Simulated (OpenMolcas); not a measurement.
Mo5+ (d1) among equal point charges was computed by CASSCF with the d shell active (OpenMolcas, ANO-RCC-VDZP on the metal). Its lowest spin-free states, and all those of the highest spin:

| 2S+1 | Degeneracy | E (cm-1) |
| --- | --- | --- |
| 2 | 1 | 0.0 |
| 2 | 2 | 2016 |
| 2 | 2 | 13388 |

Question: Is the site octahedral, tetrahedral or cube-like, axial, or of lower symmetry?

Answer: The states with 2S+1 = 2 have orbital degeneracies 1, 2, 2. There are pairs but no triples, so the site is axial: not cubic, but with a proper or improper axis of order three or more. The run had Mo5+ among 3 point charges of -2 e arranged as a planar triangle (D3h), 2.08 Å from the ion.

Point charges carry no covalency, so the field is a model and not that of real ligands. No measured value stands beside these numbers.
